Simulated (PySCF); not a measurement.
trifluorosilylmethanol (CH₃F₃OSi), SMILES OC[Si](F)(F)F.

Geometry optimised at B3LYP-D3(BJ)/def2-SVP. One conformer was computed; it need not be the lowest.

All values below come from SMD-B3LYP/def2-SVP run with PySCF.

Solvation free energies are E(SMD) − E(gas) at the gas-phase geometry, for 1 M in both phases. In vacuum the dipole moment is 1.84 D.

Question: Rank water, methanol, chlorobenzene by solvation free energy, most negative first.

Answer: methanol (-6.9 kcal/mol), water (-4.8 kcal/mol), chlorobenzene (-4.0 kcal/mol)
